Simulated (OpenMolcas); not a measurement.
# Multiplet structure of N3+

```
Program             : OpenMolcas 26.06
Method              : SS-RASPT2, IPEA 0.25 Eh, imaginary shift 0.1 Eh (closed shells correlated: 1s)
Basis               : ANO-RCC-VTZP [4s3p2d1f]
Scalar Hamiltonian  : DKH2, point nucleus
Active space        : 2 electrons in 9 orbitals (RAS2 2s 2p; RAS3 3d, at most 2 electrons)
State averaging     : 2S+1 = 3 even, 3 roots; 2S+1 = 1 even, 7 roots; 2S+1 = 3 odd, 3 roots; 2S+1 = 1 odd, 3 roots
Spin-orbit coupling : RASSI with atomic mean-field integrals over the reference wave functions, term energies averaged over their components
```

Spin-free terms above the lowest, with the occupations of the reference:

```json
{"Configuration": "2s2", "Term": "1S", "E (cm-1)": "0.0", "Occupations": "2s 1.86 2p 0.14"}
{"Configuration": "2s 2p", "Term": "3P*", "E (cm-1)": "67263", "Occupations": "2s 1.00 2p 1.00"}
{"Configuration": "2s 2p", "Term": "1P*", "E (cm-1)": "131843", "Occupations": "2s 0.98 2p 1.00 3d 0.01"}
{"Configuration": "2p2", "Term": "3P", "E (cm-1)": "175961", "Occupations": "2p 2.00"}
{"Configuration": "2p2", "Term": "1D", "E (cm-1)": "189671", "Occupations": "2s 0.02 2p 1.97 3d 0.02"}
{"Configuration": "2p2", "Term": "1S", "E (cm-1)": "237559", "Occupations": "2s 0.14 2p 1.85 3d 0.01"}
```

With spin-orbit coupling, above the lowest level:

| Configuration | Term | J | E (cm-1) | Measured (cm-1) | g | Term weight % |
| --- | --- | --- | --- | --- | --- | --- |
| 2s2 | 1S | 0 | 0.0 | 0.0 |  | 100 |
| 2s 2p | 3P* | 0 | 67124 | 67209 |  | 100 |
| 2s 2p | 3P* | 1 | 67193 | 67272 | 1.501 | 100 |
| 2s 2p | 3P* | 2 | 67333 | 67416 | 1.501 | 100 |
| 2s 2p | 1P* | 1 | 131843 | 130694 | 1.000 | 100 |
| 2p2 | 3P | 0 | 175823 | 175535 |  | 100 |
| 2p2 | 3P | 1 | 175893 | 175608 | 1.501 | 100 |
| 2p2 | 3P | 2 | 176029 | 175733 | 1.501 | 100 |
| 2p2 | 1D | 2 | 189672 | 188882 | 1.000 | 100 |
| 2p2 | 1S | 0 | 237559 | 235369 |  | 100 |

Against the 9 measured excited levels shown (Moore, Selected Tables of Atomic Spectra, NSRDS-NBS 3, section 4) the mean absolute deviation is 580 cm-1; the largest miss in energy is 2p2 1S0: computed 237559, measured 235369 cm-1 (+0.9 %).

Active for correlation alone: 3d; no level in the range computed is led by a configuration that fills it, so any true level of that kind is missing. Computed and measured levels are paired by configuration, term and J; levels that our copy of the source lacks, or whose pairing is in doubt (as where it misses far off the trend of its configuration), stay unpaired and out of the deviations. Only configurations of the active space appear. The first state left out of the spin-orbit step lies near 660000 cm-1 above the lowest spin-free state of the reference (among the parities and spins computed), and the list stops at four fifths of that energy or lower.

The term weight is that of the spin-free term in the level, not the purity of its configuration. * marks odd parity.
